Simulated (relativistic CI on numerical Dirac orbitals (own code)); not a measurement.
# d1 to d9 in one octahedral field

Computed with a parametric ligand-field model without spin-orbit coupling, by exact diagonalisation: B = 560, C = 2510, 10Dq = 12800 cm⁻¹ (Oh; |10Dq|/B = 22.9) for every shell. Energies in cm⁻¹; the field energy is (0.6 n_e − 0.4 n_t2) × 10Dq of the ground term; g labels are left out.

```csv
Shell,Ground term,Electrons in e,Field energy,First spin-allowed bands,Lowest term of other spin
d1,2T2,0.000,-5120,2E 12800,
d2,3T1,0.032,-9829,"3T2 11732, 3T1 19064",1T2 8692
d3,4A2,0.000,-15360,"4T2 12800, 4T1 18267",2E 11626
d4,5E,1.000,-7680,5T2 12800,3T1 2062
d5,6A1,2.000,0,none,2T2 5887
d6,1A1,0.064,-29899,"1T1 11333, 1T2 17948",5T2 4349
d7,2E,1.049,-22407,"2T1 11211, 2T2 11708",4T1 941
d8,3A2,2.000,-15360,"3T2 12800, 3T1 18267",1E 9357
d9,2E,3.000,-7680,2T2 12800,
```

Low spin: d6, d7; the other shells keep the spin of the free ion. Only d4 to d7 can choose; the field needed to pair spins is smallest for d6 and largest for d5, which loses most exchange energy. In the strong-field picture 10Dq must exceed about 6B + 5C = 15910 (d4), 7.5B + 5C = 16750 (d5), 2.5B + 4C = 11440 (d6) and 4B + 4C = 12280 (d7); mixing of terms shifts these bounds somewhat.
